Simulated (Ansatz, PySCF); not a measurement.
Bond stretch in LiCl, singlet.

UHF/cc-pVDZ (Ansatz, a program for electronic structure); RHF/cc-pVDZ (Ansatz); UKS-CAM-B3LYP = Ansatz with unrestricted CAM-B3LYP/cc-pVDZ; RKS-CAM-B3LYP = Ansatz with restricted CAM-B3LYP/cc-pVDZ; UKS-PBE0 = unrestricted PBE0/cc-pVDZ (Ansatz); RKS-PBE0 = restricted PBE0/cc-pVDZ run with Ansatz; UKS-PBE = Ansatz with unrestricted PBE/cc-pVDZ; RKS-PBE = Ansatz with restricted PBE/cc-pVDZ; UKS-B3LYP/6-31G* = unrestricted B3LYP/6-31G*, spherical d in PySCF 2.14.0; RKS-B3LYP/6-31G* = restricted B3LYP/6-31G*, spherical d run with PySCF; UKS-LDA (SVWN5)/6-31G* = unrestricted LDA (SVWN5)/6-31G*, spherical d in PySCF; RKS-LDA (SVWN5)/6-31G* = restricted LDA (SVWN5)/6-31G*, spherical d (PySCF); UKS-B3LYP/LANL2DZ = unrestricted B3LYP/LANL2DZ, with its core potentials past Ne (PySCF 2.14.0); RKS-B3LYP/LANL2DZ = restricted B3LYP/LANL2DZ, with its core potentials past Ne run with PySCF.

Scanned distances (Å): 1.48, 1.61, 1.70, 1.84, 1.87, 1.94, 2.01, 2.09, 2.13, 2.23, 2.31, 2.49, 2.70, 3.02, 3.37, 3.66, 4.05, 4.47, 4.99, 5.43, 6.09, 6.95, 7.99.

Task: Where does the unrestricted solution first break spin symmetry (<S²> of 0.01 or more)?

Result: UHF: between 4.47 and 4.99 Å; UKS-CAM-B3LYP: between 4.05 and 4.47 Å; UKS-PBE0: between 3.66 and 4.05 Å; UKS-PBE: between 3.66 and 4.05 Å; UKS-B3LYP/6-31G*: between 4.05 and 4.47 Å; UKS-LDA (SVWN5)/6-31G*: between 4.05 and 4.47 Å; UKS-B3LYP/LANL2DZ: between 3.66 and 4.05 Å.

```
R / Å  <S²> UHF  E(RHF) − E(UHF) / kJ/mol  <S²> UKS-CAM-B3LYP  E(RKS-CAM-B3LYP) − E(UKS-CAM-B3LYP) / kJ/mol  <S²> UKS-PBE0  E(RKS-PBE0) − E(UKS-PBE0) / kJ/mol  <S²> UKS-PBE  E(RKS-PBE) − E(UKS-PBE) / kJ/mol  <S²> UKS-B3LYP/6-31G*  E(RKS-B3LYP/6-31G*) − E(UKS-B3LYP/6-31G*) / kJ/mol  <S²> UKS-LDA (SVWN5)/6-31G*  E(RKS-LDA (SVWN5)/6-31G*) − E(UKS-LDA (SVWN5)/6-31G*) / kJ/mol  <S²> UKS-B3LYP/LANL2DZ  E(RKS-B3LYP/LANL2DZ) − E(UKS-B3LYP/LANL2DZ) / kJ/mol
-----  --------  ------------------------  ------------------  --------------------------------------------  -------------  ----------------------------------  ------------  --------------------------------  ---------------------  --------------------------------------------------  ---------------------------  --------------------------------------------------------------  ----------------------  ----------------------------------------------------
1.48       0.00                       0.0                0.00                                           0.0           0.00                                 0.0          0.00                               0.0                   0.00                                                 0.0                         0.00                                                             0.0                    0.00                                                   0.0
1.61       0.00                       0.0                0.00                                           0.0           0.00                                 0.0          0.00                               0.0                   0.00                                                 0.0                         0.00                                                             0.0                    0.00                                                   0.0
1.70       0.00                       0.0                0.00                                           0.0           0.00                                 0.0          0.00                               0.0                   0.00                                                 0.0                         0.00                                                             0.0                    0.00                                                   0.0
1.84       0.00                       0.0                0.00                                           0.0           0.00                                 0.0          0.00                               0.0                   0.00                                                 0.0                         0.00                                                             0.0                    0.00                                                   0.0
1.87       0.00                       0.0                0.00                                           0.0           0.00                                 0.0          0.00                               0.0                   0.00                                                 0.0                         0.00                                                             0.0                    0.00                                                   0.0
1.94       0.00                       0.0                0.00                                           0.0           0.00                                 0.0          0.00                               0.0                   0.00                                                 0.0                         0.00                                                             0.0                    0.00                                                   0.0
2.01       0.00                       0.0                0.00                                           0.0           0.00                                 0.0          0.00                               0.0                   0.00                                                 0.0                         0.00                                                             0.0                    0.00                                                   0.0
2.09       0.00                       0.0                0.00                                           0.0           0.00                                 0.0          0.00                               0.0                   0.00                                                 0.0                         0.00                                                             0.0                    0.00                                                   0.0
2.13       0.00                       0.0                0.00                                           0.0           0.00                                 0.0          0.00                               0.0                   0.00                                                 0.0                         0.00                                                             0.0                    0.00                                                   0.0
2.23       0.00                       0.0                0.00                                           0.0           0.00                                 0.0          0.00                               0.0                   0.00                                                 0.0                         0.00                                                             0.0                    0.00                                                   0.0
2.31       0.00                       0.0                0.00                                           0.0           0.00                                 0.0          0.00                               0.0                   0.00                                                 0.0                         0.00                                                             0.0                    0.00                                                   0.0
2.49       0.00                       0.0                0.00                                           0.0           0.00                                 0.0          0.00                               0.0                   0.00                                                 0.0                         0.00                                                             0.0                    0.00                                                   0.0
2.70       0.00                       0.0                0.00                                           0.0           0.00                                 0.0          0.00                               0.0                   0.00                                                 0.0                         0.00                                                             0.0                    0.00                                                   0.0
3.02       0.00                       0.0                0.00                                           0.0           0.00                                 0.0          0.00                               0.0                   0.00                                                 0.0                         0.00                                                             0.0                    0.00                                                   0.0
3.37       0.00                       0.0                0.00                                           0.0           0.00                                 0.0          0.00                               0.0                   0.00                                                 0.0                         0.00                                                             0.0                    0.00                                                   0.0
3.66       0.00                       0.0                0.00                                           0.0           0.00                                 0.0          0.00                               0.0                   0.00                                                 0.0                         0.00                                                             0.0                    0.00                                                   0.0
4.05       0.00                       0.0                0.00                                           0.0           0.04                                 0.1          0.11                               0.6                   0.00                                                 0.0                         0.00                                                             0.0                    0.06                                                   0.1
4.47       0.00                       0.0                0.12                                           0.6           0.25                                 4.6          0.28                               4.4                   0.24                                                 3.2                         0.16                                                             1.4                    0.28                                                   4.8
4.99       0.98                      32.1                0.35                                           7.8           0.39                                13.1          0.40                              10.0                   0.37                                                10.1                         0.31                                                             5.4                    0.42                                                  12.8
5.43       1.00                      58.7                0.45                                          15.5           0.46                                19.9          0.46                              14.3                   0.44                                                15.5                         0.39                                                             8.7                    0.48                                                  18.8
6.09       1.00                      91.5                0.55                                          26.7           0.53                                28.3          0.52                              19.2                   0.50                                                22.2                         0.46                                                            12.5                    0.54                                                  26.1
6.95       1.01                     124.1                0.63                                          38.9           0.58                                36.2          0.56                              23.2                   0.55                                                28.4                         0.51                                                            15.8                    0.59                                                  32.9
7.99       1.01                     151.8                0.69                                          50.0           0.61                                42.8          0.59                              25.9                   0.59                                                33.6                         0.54                                                            18.1                    0.62                                                  38.3
```
